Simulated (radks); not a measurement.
Question: All-electron atom: V3+ in [Ar] 3d2. Method: scalar-relativistic Kohn-Sham, SCAN, spin-polarised, spherical densities, finite nucleus; open shells are filled with parallel spins first; meta-GGA in the generalised Kohn-Sham scheme; Fermi nuclear charge, rms radius 3.6002 fm; computed with a radial shooting solver on a logarithmic mesh with Libxc functionals. Some entries of the table are withheld. Estimate them.

| orbital | occ. | eigenvalue (eV) | r(max) (bohr) | <r> (bohr) |
|---|---|---|---|---|
| 1s down | 1 | -5420.531 | 0.04350 | 0.06646 |
| 1s up | 1 | -5420.512 | 0.04350 | 0.06646 |
| 2s up | 1 | -646.1321 | (1) | 0.3075 |
| 2s down | 1 | -644.9869 | (2) | 0.3071 |
| 2p up | 3 | -543.8742 | 0.2083 | 0.2740 |
| 2p down | 3 | -543.0177 | 0.2081 | 0.2735 |
| 3s up | 1 | -107.6141 | 0.8163 | 0.9363 |
| 3s down | 1 | -104.5791 | 0.8163 | 0.9392 |
| 3p up | 3 | (3) | 0.8397 | 0.9921 |
| 3p down | 3 | (4) | 0.8406 | 0.9954 |
| 3d up | 2 | -37.6729 | (5) | 1.168 |

Answer: 
(1) 2s up r(max) (bohr): 0.2552
(2) 2s down r(max) (bohr): 0.2551
(3) 3p up eigenvalue (eV): -79.8528
(4) 3p down eigenvalue (eV): -76.8861
(5) 3d up r(max) (bohr): 0.8546
